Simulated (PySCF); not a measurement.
A structure optimised at PBE0-D3(BJ)/def2-SVP, used in a PySCF frequency run:

```
Al
F 1 1.6602
O 1 1.6928 2 121.32
H 3 0.9579 1 126.92 2 0.00
S 1 2.1532 2 120.28 3 180.00
C 5 1.8358 1 99.64 2 180.00
H 6 1.0976 5 111.91 1 0.00
H 6 1.0979 7 109.38 5 120.20
H 6 1.0979 7 109.38 8 119.59
```

### Question
Write its SMILES, formula and point group.

### Answer
C[S][Al]([OH])[F], CH4AlFOS, Cs

### Question
What are its rotational constants (standard atomic weights)?

### Answer
4.9292, 2.0861, 1.4796 GHz
